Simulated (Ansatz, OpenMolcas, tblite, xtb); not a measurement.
**TiNH2Cl3 (SMILES [NH2][Ti]([Cl])([Cl])[Cl]): methods side by side**

The species is TiNH2Cl3 (7 atoms), meant as a singlet with charge 0. SMILES: `[NH2][Ti]([Cl])([Cl])[Cl]`. Geometry: relaxed at PBE0-D4/def2-TZVP.

Each level gives the HOMO–LUMO gap (eV). The values are calculated.

| level | kind | program | value (eV) |
| --- | --- | --- | --- |
| IPEA1-xTB | semi-empirical | tblite | 4.11 |
| GFN2-xTB | semi-empirical | xtb | 2.47 |
| HF/def2-SVP | Hartree–Fock | Ansatz | 12.55 |
| SVWN5/def2-SVP | LDA | Ansatz | 2.93 |
| revPBE/def2-SVP | GGA | OpenMolcas | 2.96 |
| TPSS/def2-SVP | meta-GGA | OpenMolcas | 3.07 |
| M06-2X/def2-SVP | hybrid meta-GGA | OpenMolcas | 7.73 |
| B2PLYP/def2-SVP | double hybrid | OpenMolcas | 7.85 |

The values span 2.47 to 12.55 eV. Orbital gaps aren't excitation energies, and those of double hybrids come from the SCF part alone; they tend to grow with the share of exact exchange.
